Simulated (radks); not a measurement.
The numbers below are computed, except where a source is named.
Species: the fluorine ion F2+. Configuration: 1s1.75 2s2 2p3 3s0.25 (fractional occupations, a model configuration). Code: a radial shooting solver on a logarithmic mesh with Libxc functionals. Model: non-relativistic Kohn-Sham, revPBE, spin-polarised, spherical densities, point nucleus; open shells are filled with parallel spins first. Some entries of the table are withheld. Estimate them.

orbital,occ.,eigenvalue (Ry),<r^2> (bohr^2)
1s up,1,(1),0.04120
1s down,0.75,(2),0.04110
2s up,1,-5.51941,0.9338
2s down,1,-4.94986,1.001
2p up,3,-4.15432,(3)
2p down,0,-3.55193,(4)
3s up,0.25,-1.27376,9.227

Answer. 
(1) 1s up eigenvalue (Ry): -54.09072
(2) 1s down eigenvalue (Ry): -53.37459
(3) 2p up <r^2> (bohr^2): 0.8894
(4) 2p down <r^2> (bohr^2): 1.006
